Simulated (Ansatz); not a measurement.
Calculated with Ansatz (gas phase, PBE0-D4/def2-TZVP geometries, no zero-point term in ΔE). CCSD(T)/CBS adds triple-zeta CCSD(T) − MP2 to the extrapolated MP2 energy (def2 sets, frozen cores). This one scheme is used for every species. Functionals use def2-TZVPP. def2 core potentials past Kr. For I outer-core shells are correlated without core-valence functions, which leaves a few kJ/mol of doubt a bond. One conformer a species, not always the lowest.

`O[SiH](S)I` + NH₃ → `N[SiH](S)I` + H₂O  (ligand exchange at the Si–O bond)

Task: Is it downhill or uphill in electronic energy at CCSD(T)/CBS, and by how much? (An estimate is asked.)

Result: Computed: Uphill: ΔE = +35.2 kJ/mol.

Task: What do these levels give: PBE0-D4, CAM-B3LYP-D4, ωB97X-V, ωB97M-V, MP2/CBS(def2), CCSD/CBS(def2)? (Estimate.)

Result: Ansatz gave: PBE0-D4 34.3, CAM-B3LYP-D4 39.2, ωB97X-V 38.3, ωB97M-V 37.9, MP2/CBS(def2) 33.7, CCSD/CBS(def2) 35.6 kJ/mol.

Largest T1 diagnostic among the species: 0.010.

The D4 term adds −3.3 kJ/mol with B3LYP and −1.9 kJ/mol with PBE0; it sums over pairs of atoms, weighted by their polarisabilities, and B3LYP, whose exchange is more repulsive, gets the larger term. Leaving LDA and LC-ωPBE aside and taking each functional with its dispersion term where it has one, the values, not all of them listed here, spread over 9.2 kJ/mol, from revPBE-D4 to B97M-V. LDA lies −3.1 kJ/mol from PBE without D4. In def2-TZVPP, CCSD(T) changes the Hartree–Fock value by −5.5 kJ/mol (the triples alone add −0.5 kJ/mol) and MP2 by −6.9 kJ/mol.

B3LYP here is the variant with VWN-RPA as its local correlation; programs differ in this.
